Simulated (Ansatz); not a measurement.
Reaction (substitution at a C–Sn bond): `[SnH3][CH2][SnH3]` + NH₃ → `N[CH2][SnH3]` + `[SnH4]`

Gas-phase electronic energies from Ansatz, PBE0-D4/def2-TZVP geometries. CBS: MP2 limit from def2 TZ/QZ plus the TZ coupled-cluster correction, frozen cores. This one scheme is used for every species. DFT in def2-TZVPP. def2 core potentials past Kr. For Sn outer-core shells are correlated without core-valence functions, which leaves a few kJ/mol of doubt a bond. One conformer a species, not always the lowest.

```
             level  ΔE (kcal/mol)
            B97M-V           17.6
              BLYP           16.3
           r2SCANh           18.6
  CCSD(T)/def2-SVP           15.0
    MP2/def2-TZVPP           22.8
SCS-MP2/def2-TZVPP           21.0
    MP2/def2-QZVPP           23.8
     MP2/CBS(def2)           24.4
```

Problem. What does CCSD(T)/CBS give? (An estimate is asked.)

Solution. Ansatz gave: +22.0 kcal/mol. The listed levels differ from it by -4.4, -5.7, -3.4, -7.0, 0.8, -1.0, 1.8, 2.4 kcal/mol.

Largest T1 diagnostic among the species: 0.013.

In def2-TZVPP, CCSD(T) changes the Hartree–Fock value by +3.9 kcal/mol (the triples alone add +0.6 kcal/mol) and MP2 by +6.2 kcal/mol. The D4 term adds +1.2 kcal/mol with B3LYP and +0.7 kcal/mol with PBE0; it sums over pairs of atoms, weighted by their polarisabilities, and B3LYP, whose exchange is more repulsive, gets the larger term.

B3LYP here is the variant with VWN-RPA as its local correlation; programs differ in this.
